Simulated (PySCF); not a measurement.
XPS shifts beside NMR shieldings

C3H8B (charge -1).
Z-matrix (Å and degrees, PBE0-D3(BJ)/def2-SVP geometry), rows numbered from 1:
```
B 
C   1  1.6111
C   2  1.3487  1  131.94
C   3  1.5003  2  125.34  1    -0.06
H   1  1.2483  2  114.02  3     0.11
H   1  1.2533  2  109.01  3   122.11
H   1  1.2533  2  109.00  3  -121.85
H   2  1.1069  1  115.30  3   179.95
H   3  1.1046  2  119.84  1   179.95
H   4  1.1082  3  112.31  2   120.24
H   4  1.1082  3  112.32  2  -120.41
H   4  1.1001  3  109.56  2    -0.07
```

Binding energies: delta-SCF UKS SCAN, pcX-2 on the ionised atom, pcseg-1 elsewhere, spin-free X2C in PySCF 2.14.0. Shieldings: GIAO PBE0/pcSseg-1, non-relativistic, same geometry.

```csv
atom,isotropic shielding (ppm)
C2,11.8
C3,65.6
C4,165.9
```

Problem. What are the C 1s binding energies of these atoms?

Solution. 
```
atom       environment  C 1s (eV)  isotropic shielding (ppm)
  C2  alkene CH carbon     284.24                       11.8
  C3  alkene CH carbon     284.77                       65.6
  C4    allylic carbon     286.08                      165.9
```

Problem. Among the listed atoms, is the one with the highest binding energy also the least shielded?

Solution. No. The highest binding energy is at C4 (286.08 eV, shielding 165.9 ppm), the lowest shielding at C2 (11.8 ppm, 284.24 eV).

By binding energy: C2 < C3 < C4. By shielding: C2 < C3 < C4.

The unrestricted hole states depart most from a pure doublet (⟨S²⟩ = 0.75; over 0.85 named) for C 1s of C2 (0.86), which makes this value less certain. The species carries charge -1, so core ionisation leaves a neutral species. The basis sets have no added diffuse functions. Isolated species at its PBE0-D3(BJ)/def2-SVP geometry, gas phase.
